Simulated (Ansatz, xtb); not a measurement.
# CH7FGeSi: which of two isomers lies lower

We compare I, `[CH3][GeH2][SiH2]F`, a singlet, with II, `[CH3][Ge@@H]([F])[SiH3]`, a singlet. Both are isolated molecules in the gas phase, relaxed with B3LYP/def2-SVP; the shapes shown needn't be the lowest conformers.

I (Å):

```yaml
atoms:
  - { symbol: C, position_ang: [-0.4692, 0.3664, -0.8459] }
  - { symbol: F, position_ang: [-2.3375, 0.0024, 2.6423] }
  - { symbol: Ge, position_ang: [0.4400, 0.3735, 0.9065] }
  - { symbol: Si, position_ang: [-0.8713, -0.7273, 2.5838] }
  - { symbol: H, position_ang: [-0.6128, -0.6646, -1.2017] }
  - { symbol: H, position_ang: [-1.4531, 0.8512, -0.7627] }
  - { symbol: H, position_ang: [0.1339, 0.9141, -1.5853] }
  - { symbol: H, position_ang: [1.8086, -0.3428, 0.7918] }
  - { symbol: H, position_ang: [0.7115, 1.8327, 1.3425] }
  - { symbol: H, position_ang: [-0.2583, -0.6312, 3.9401] }
  - { symbol: H, position_ang: [-1.0974, -2.1654, 2.2551] }
```

II (Å):

```xyz
11

C    -1.5053    0.6362   -1.8593
F    -1.2114    0.1021    1.0543
Ge   -0.3363   -0.0954   -0.4665
Si    0.1236   -2.4474   -0.6582
H    -0.9983    0.6054   -2.8365
H    -2.4365    0.0543   -1.9239
H    -1.7549    1.6815   -1.6228
H     0.9431    0.7632   -0.3085
H     0.9408   -2.9170    0.4968
H    -1.1563   -3.2119   -0.7050
H     0.8799   -2.6967   -1.9225
```

Quicker runs give these differences E(II) − E(I): GFN2-xTB +29.4 kJ/mol; HF/STO-3G +47.1 kJ/mol (at GFN2-xTB geometries); r2SCAN-D4/def2-SVP +43.7 kJ/mol (at GFN2-xTB geometries).

Task: Estimate E(II) − E(I) at the level CCSD(T)/def2-SVP + ΔMP2/def2-TZVPP.

Result: Calculated at CCSD(T)/def2-SVP + ΔMP2/def2-TZVPP: E(II) − E(I) = +56.8 kJ/mol, so structure I lies lower.

Level by level:

```json
{"level": "GFN2-xTB", "geometry": "GFN2-xTB", "E(II) − E(I) (kJ/mol)": "+29.4", "departure from the last row (kJ/mol)": "−27.5", "job, with rough time for the two": "optimisation, 0.12 s"}
{"level": "HF/STO-3G", "geometry": "GFN2-xTB", "E(II) − E(I) (kJ/mol)": "+47.1", "departure from the last row (kJ/mol)": "−9.7", "job, with rough time for the two": "single point, 0.32 s"}
{"level": "r2SCAN-D4/def2-SVP", "geometry": "GFN2-xTB", "E(II) − E(I) (kJ/mol)": "+43.7", "departure from the last row (kJ/mol)": "−13.2", "job, with rough time for the two": "single point, 2.1 s"}
{"level": "B3LYP/def2-SVP", "geometry": "B3LYP/def2-SVP", "E(II) − E(I) (kJ/mol)": "+43.6", "departure from the last row (kJ/mol)": "−13.3", "job, with rough time for the two": "optimisation, 29 s"}
{"level": "HF/def2-SVP", "geometry": "B3LYP/def2-SVP", "E(II) − E(I) (kJ/mol)": "+45.8", "departure from the last row (kJ/mol)": "−11.1", "job, with rough time for the two": "part of the CCSD(T) run"}
{"level": "MP2/def2-SVP", "geometry": "B3LYP/def2-SVP", "E(II) − E(I) (kJ/mol)": "+46.6", "departure from the last row (kJ/mol)": "−10.2", "job, with rough time for the two": "part of the CCSD(T) run"}
{"level": "CCSD(T)/def2-SVP", "geometry": "B3LYP/def2-SVP", "E(II) − E(I) (kJ/mol)": "+44.4", "departure from the last row (kJ/mol)": "−12.4", "job, with rough time for the two": "single point"}
{"level": "CCSD(T)/def2-SVP + ΔMP2/def2-TZVPP", "geometry": "B3LYP/def2-SVP", "E(II) − E(I) (kJ/mol)": "+56.8", "departure from the last row (kJ/mol)": "", "job, with rough time for the two": "single point, 21 s"}
```

As drawn, II has 1 F–Ge, 1 Si–H in place of 1 F–Si, 1 Ge–H.

None of the levels shown reverses the order. The largest departure from CCSD(T)/def2-SVP + ΔMP2/def2-TZVPP is that of GFN2-xTB, 27.5 kJ/mol. A small imaginary or near-zero mode remains, so no thermal terms are given. The last row adds to CCSD(T) the change of the MP2 difference between the two basis sets, here +12.4 kJ/mol.

The correlated steps freeze 16 core orbitals; the filled d shell of Ge is correlated, in a basis made for valence electrons. Programs: Ansatz 0.2.0, xtb 6.7.1; the last row on 2 threads of Intel(R) Xeon(R) 6975P-C (Granite Rapids) on a shared host.
